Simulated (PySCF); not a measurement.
A structure optimised at B3LYP-D3(BJ)/def2-SVP, used in a PySCF frequency run:

```
C
C 1 1.3158
F 2 1.3278 1 123.87
H 2 1.0996 1 122.84 3 -180.00
C 1 1.4763 2 135.14 4 0.00
F 5 1.3396 1 111.86 2 119.65
F 5 1.3396 6 107.52 1 -123.18
F 5 1.3517 6 107.59 7 -115.64
```
Charge 0, spin multiplicity 2.

**Question.** Write its SMILES, formula and point group.

**Answer.** F/C=[C]/C(F)(F)F, C3HF4, Cs

**Question.** What are its rotational constants (standard atomic weights)?

**Answer.** 5.4351, 1.4074, 1.3909 GHz
